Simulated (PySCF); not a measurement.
**C2H6NSSi: g tensor and hyperfine couplings**

C2H6NSSi (doublet state).
Geometry (GFN2-xTB, Å), atoms numbered from 1 in this order:
```
atom  x, y, z in Å
C1     1.499    0.393    0.045
C2     0.501   -0.559   -0.448
S3     0.653   -1.569   -1.677
Si4   -1.261   -0.438    0.441
N5    -1.568    1.088   -0.102
H6     1.049    1.386    0.042
H7     1.734    0.162    1.085
H8     2.414    0.388   -0.548
H9    -1.927   -1.696    0.107
H10   -0.840   -0.451    1.843
H11   -2.248    1.300   -0.815
```

The hyperfine couplings belong to this conformer and change with its torsions.

The species is `CC(=S)[SiH2][NH]` [radical].

Theory: UKS B3LYP, pcH-1 on C H N S Si, non-relativistic, mean-field spin-orbit, GIAO (PySCF 2.14.0). Geometry: GFN2-xTB, one conformer, isolated molecule. The geometry wasn't refined by DFT: couplings that depend on bond lengths, twists or pyramidal angles can differ widely from those at the functional's own minimum. Stability of the SCF solution: not tested.

| Quantity | Value |
| --- | --- |
| g1, g2, g3 | 2.00132, 2.00624, 2.01183 |
| g_iso | 2.00646 |
| Form of g | rhombic: the two nearest values differ by 47 % of g3 − g1 |
| ⟨S²⟩ | 0.7722 (exact 0.7500) |
| HOMO–LUMO gap, α and β orbitals | 3.82, 2.29 eV |
| Total energy | -822.20813 Eh |
| Basis functions | 205 |

Hyperfine couplings atom by atom, in MHz; T1 to T3 are the principal values of the dipolar part; ρ(0) is the spin density at the nucleus:

```tsv
atom	isotope	a_iso	of which spin–orbit	T1	T2	T3	Mulliken spin population	ρ(0) (bohr⁻³)
C1	13C	5.3	0.0	-2.7	-1.9	4.5	0.01	0.0047
C2	13C	81.8	-0.3	-17.6	-13.2	30.8	0.09	0.0731
S3	33S	3.4	0.1	-31.8	-19.1	50.8	0.21	0.0095
Si4	29Si	54.7	-0.1	-5.6	-1.0	6.6	-0.06	-0.0617
N5	14N	20.4	0.1	-31.6	-30.3	61.9	0.72	0.0628
H6	1H	-2.4	0.0	-4.0	-1.4	5.4	0.00	-0.0005
H7	1H	-5.8	0.0	-2.4	-1.3	3.7	0.00	-0.0013
H8	1H	8.6	0.0	-2.4	-0.4	2.7	0.01	0.0019
H9	1H	-7.1	0.0	-2.7	-0.9	3.6	0.00	-0.0016
H10	1H	101.1	0.0	-2.8	-1.5	4.3	0.06	0.0226
H11	1H	-42.5	0.1	-38.9	-6.6	45.5	-0.02	-0.0095
```

The Mulliken spin populations are largest on N5 (+0.72), S3 (+0.21) and C2 (+0.09).

Under fast tumbling the dipolar parts average out, and these isotropic splittings remain: 2 × 1H (H9/H10, I = 1/2, 3 lines) with 1.67 mT, 1 × 1H (H11, I = 1/2, 2 lines) with 1.51 mT and 1 × 14N (N5, I = 1, 3 lines) with 0.73 mT.

Means are taken over nuclei equivalent by connectivity, which assumes that they swap fast. The 1H value of +47.0 MHz is a mean of couplings from -7.1 to 101.1 MHz in this one geometry, not an average over conformers.

The 13C coupling of C2 (81.8 MHz) shows only in satellite lines or after enrichment, since that isotope makes up about 1.07 % of natural carbon.

The 29Si coupling of Si4 (54.7 MHz) shows only in satellite lines or after enrichment, since that isotope makes up about 4.7 % of natural silicon.

β density exceeds α density at some nuclei, such as Si4 (-0.0617) and H11 (-0.0095), spin density in bohr⁻³. In a single determinant that takes different orbitals for the two spins, that is spin polarisation.

Time: 32 s of wall time (with the writing of density and orbital grids); peak memory 0.69 GiB. Hardware: an Arm Neoverse V2 with one thread, no GPU, shared host with 48 logical CPUs at a one-minute load of 12.
